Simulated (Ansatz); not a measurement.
Molecule: C$_{4}$H$_{12}$Mo, net charge 0, singlet state. This is an excited singlet: at this geometry the triplet lies 0.62 eV lower at RI-MP2/CBS(def2-TZVPPD,def2-QZVPPD)+[CCSD(T)-MP2]/def2-TZVPPD. 
Geometry from a B3LYP-D3(BJ)/def2-TZVP (Ansatz, an electronic-structure program) optimisation:
SMILES: [CH3][Mo]([CH3])([CH3])[CH3]
```xyz
17

Mo     0.0000     0.0000     0.0000
C     -0.2737    -0.9676     1.8210
C     -0.2074     2.0648     0.1437
C     -1.4380    -0.5150    -1.4121
C      1.9191    -0.5822    -0.5525
H      0.3568    -0.6422     2.6543
H     -0.3199    -2.0609     1.7987
H     -1.2968    -0.5814     1.9898
H      0.0606     2.6521    -0.7402
H      0.5890     2.1957     0.9006
H     -1.1452     2.4401     0.5651
H     -1.2215    -1.5999    -1.3883
H     -2.4850    -0.3686    -1.1288
H     -1.2791    -0.1566    -2.4340
H      2.0675    -1.6413    -0.7853
H      2.7442    -0.2226     0.0702
H      1.9293    -0.0144    -1.5022
```

Basis-set convergence of Hartree-Fock and CCSD(T) correlation energies (hartree) with Ansatz. Cores are frozen in the correlated levels unless marked. Spin-orbit coupling is left out. Frozen are the shells of the preceding noble gas and the d and f shells that filled before the atom's block. Past Kr the def2 sets carry scalar-relativistic core potentials.

The Hartree-Fock reference is unstable (checked in the largest basis), which strains HF and MP2. 

```
basis       functions       E(HF)  E(corr, CCSD(T))
----------  ---------  ----------  ----------------
def2-SVP          147  -225.73214          -0.88862
def2-TZVPP        348  -225.93910          -1.06898
def2-QZVPP        669  -225.95104          -1.11644
```

Extrapolating the two largest sets (X = 3 and 4) as X^-3: E(corr) = (64·(-1.11644) - 27·(-1.06898))/37 = -1.1511 Eh, an estimate of the basis-set limit. The largest set recovers 97.0 % of it, the smallest 77.2 %.
